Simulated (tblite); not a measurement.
Species: C5H9F3O2P (charge -1).
Z-matrix (Å and degrees, GFN2-xTB geometry), rows numbered from 1:
```
C 
C   1  1.5242
C   2  1.5168  1  113.11
P   3  1.8640  2  104.77  1  -178.34
O   4  1.4836  3  110.63  2    70.01
O   4  1.4870  3  110.24  2   -64.94
C   4  1.9110  3  100.56  2  -175.61
C   7  1.4829  4  115.31  3   -48.26
F   8  1.3754  7  112.39  4  -162.94
F   8  1.3335  7  115.91  4   -43.04
F   8  1.3523  7  113.58  4    80.13
H   1  1.0894  2  110.39  3   -59.19
H   1  1.0897  2  110.92  3  -179.39
H   1  1.0893  2  110.43  3    60.40
H   2  1.0932  1  110.16  3  -120.77
H   2  1.0927  1  110.23  3   121.18
H   3  1.0899  2  110.49  1   -59.41
H   3  1.0913  2  111.15  1    62.15
H   7  1.0914  4  104.17  3  -167.59
H   7  1.0884  4  110.04  3    75.50
```

Level: GFN2-xTB in tblite, geometry and Hessian alike; calculated harmonic values, unscaled, isolated species. The method is semi-empirical: single wavenumbers can be off by several per cent or more. One conformer, not necessarily the lowest.

Harmonic wavenumbers (cm⁻¹): 30.8, 59.9, 74.9, 79.8, 86.6, 129.8, 222.4, 226.2, 239.8, 272.6, 302.6, 313.8, 331.4, 442.1, 462.2, 477.4, 498.3, 581.3, 686.2, 704.2, 753.1, 773.9, 833.6, 838.8, 927.4, 945.2, 971.6, 994.6, 1073.5, 1100.3, 1122.5, 1150.2, 1178.3, 1211.9, 1217.7, 1224.2, 1254.1, 1280.8, 1341.7, 1404.0, 1422.7, 1454.9, 1494.6, 1509.4, 1513.1, 2957.4, 2965.3, 2976.7, 2980.3, 2982.7, 3002.1, 3008.0, 3011.8, 3016.1.

A = 1384, B = 608.4, C = 508.3 MHz; mass 189.029 u (most abundant isotopes); point group C1, symmetry number 1.

Task: What is the zero-point energy?

Result: ½Σν̃ = 31057 cm⁻¹ = 88.80 kcal/mol.

Task: What is S at 200 K and 1 bar for an ideal gas of classical rigid rotors and harmonic oscillators?

Result: Translation 39.66, rotation 29.81, vibration 28.77: S = 98.2 cal/(mol K).

Task: And Cp and H(200 K) − H(0)?

Result: Cp = 35.84 cal/(mol K), of which vibrations give 27.89 (their classical limit is 54 R = 107.3); H(200 K) − H(0) = 4.58 kcal/mol without the zero-point energy, 2.99 from vibrations.

Task: Which modes carry the vibrational entropy at 200 K?

Result: 30.8 cm⁻¹: 4.99; 59.9 cm⁻¹: 3.68; 74.9 cm⁻¹: 3.24; 79.8 cm⁻¹: 3.12; 86.6 cm⁻¹: 2.96; 129.8 cm⁻¹: 2.19 cal/(mol K); the other 48 give 8.60 together.

Task: Blend soft modes into free rotors: weight 1/[1 + (100 cm⁻¹/ν̃)⁴] for the oscillator and the rest for a rotor with moment μB/(μ + B), μ = h/(8π²ν), B = 10⁻⁴⁴ kg m². What vibrational entropy results?

Result: 25.96 cal/(mol K) in place of 28.77, which changes −T·S at 200 K by +0.56 kcal/mol.

Task: What must be added to the electronic energy to get the Gibbs energy at 200 K and 1 bar?

Result: ZPE + [H(200 K) − H(0)] − T·S = 88.80 + 4.58 − 19.65 = 73.73 kcal/mol.

Task: How do the functions run with temperature in this model?

Result: 
```tsv
T (K)	S (cal/(mol K))	Cp (cal/(mol K))	H − H(0) (kcal/mol)	G − H(0) (kcal/mol)	ln q(vib)
100	78.0	23.7	1.59	-6.21	3.05
300	114.9	47.1	8.73	-25.74	10.60
500	143.7	66.2	20.18	-51.69	17.40
800	179.0	83.6	42.92	-100.31	26.60
1000	198.5	90.8	60.40	-138.11	32.11
```

q(vib) and H(0) count from the zero-point level.

Hindered rotation and anharmonicity are outside this model. Other conformers, if any are populated, would add a mixing term that is left out. The structure is chiral; the term R ln 2 for an equal mix with its mirror image is left out.
